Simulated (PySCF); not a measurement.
A structure optimised at PBE0-D3(BJ)/def2-SVP (Å):
```
Si
O   1  1.6467
Pb  2  2.1020  1  130.63
H   1  1.5023  2  112.37  3    69.98
H   1  1.4948  2  109.37  3  -169.95
H   1  1.5038  2  112.01  3   -49.96
H   3  1.7489  2  101.23  1   147.34
H   3  1.7537  2  103.68  1   -92.90
H   3  1.7578  2  104.56  1    27.46
```
Z-matrix in Å and degrees, rows numbered from 1.

Charge 0, singlet.

Question: Which heavy atoms are bonded, and with what formal order?

Answer: Si1–O2 (single); O2–Pb3 (single). Hydrogens: H4, H5, H6 on Si1; H7, H8, H9 on Pb3.

Question: Which species is it?

Answer: `[SiH3][O][PbH3]`, H6OPbSi.

Question: Classify the heavy atoms.

Answer: Si1: oxygen-bound silicon; O2: oxygen bonded to Pb and Si; Pb3: lead bonded to O and 3 H.

Question: What is the arrangement about Si1?

Answer: It has 4 neighbours (O2, H4, H5, H6) and is tetrahedral (angles from 106.6° to 112.4°).

Question: What is the arrangement about Pb3?

Answer: It has 4 neighbours (O2, H7, H8, H9) and is distorted tetrahedral (angles from 101.2° to 115.3°).

The numbers are calculated, not measured.
